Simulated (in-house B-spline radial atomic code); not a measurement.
**Excitations of the oxygen ion O⁴⁺ by several methods**

Full response, energies in eV; labels give the largest channel, * marks a mixed state, a dash one above the method's threshold, and an imaginary frequency an unstable closed-shell reference. Computed with an all-electron radial atomic-structure program (B-spline basis): linear response of the closed shell [He] 2s2 with each method's own kernel (bare exchange for TDHF, static screening on G0W0 levels for BSE, the adiabatic kernel for functionals); scalar-relativistic (spin-free one-electron X2C), finite nucleus, no spin-orbit coupling, no double excitations, S, P, D and F terms only.

```tsv
method	2s → 2p 3P	2s → 2p 1P	2s → 3s 3S	α (bohr³)
TDHF	5.420	17.789	65.63	1.265
BSE on G0W0@HF	8.859	18.855	67.86	1.111
LDA VWN5	8.695	18.137	65.61	1.191
PBE	7.943	18.458	65.51	1.186
PBE0	7.672	18.332	65.82	1.203
B3LYP (VWN-RPA)	7.173	18.030	65.14	1.217
CAM-B3LYP	7.226	18.064	64.79	1.214
LC-wPBE	7.864	18.451	65.26	1.192
wB97X	7.478	18.146	65.71	1.258
HSE06	?	?	?	?
BHandHLYP	6.571	17.894	65.14	1.236
BLYP	7.030	18.131	64.68	1.205
PBEsol	8.158	18.462	65.42	1.189
BP86	7.955	18.426	66.11	1.198
LDA exchange-only	7.333	18.293	64.20	1.184
B97-1	?	?	?	?
RPBE	7.944	18.614	65.38	1.189
OLYP	7.423	18.724	64.35	1.199
```

Task: What does B97-1 give?

Result: 2s → 2p 3P: 8.415; 2s → 2p 1P: 18.335; 2s → 3s 3S: 65.86; α: 1.209 (eV, bohr³).

Task: What does HSE06 give?

Result: 2s → 2p 3P: 7.560; 2s → 2p 1P: 18.279; 2s → 3s 3S: 65.85; α: 1.208 (eV, bohr³).
